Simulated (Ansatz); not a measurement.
H8OSSi3, SMILES `O[SiH2]S[SiH2][SiH3]`, charge 0, multiplicity 1.

(1) Give a relaxed structure at PBE0-D4/def2-TZVP (the Gaussian-basis code of Ansatz). (Best estimate.)

Answers

(1) Ansatz gave: 
Z-matrix (Å, degrees):
```
Si
S 1 2.136
O 1 1.639 2 113.4
H 1 1.487 2 107.5 3 -123.0
H 1 1.477 2 107.4 3 116.4
Si 2 2.146 1 96.9 3 87.9
H 3 0.959 1 118.0 2 -57.6
Si 6 2.338 2 110.8 1 85.0
H 6 1.487 2 106.7 1 -154.2
H 6 1.492 2 109.4 1 -37.7
H 8 1.486 6 109.9 2 -58.4
H 8 1.487 6 108.9 2 61.1
H 8 1.489 6 110.7 2 -179.0
```
This is one stationary point; other conformers may exist.
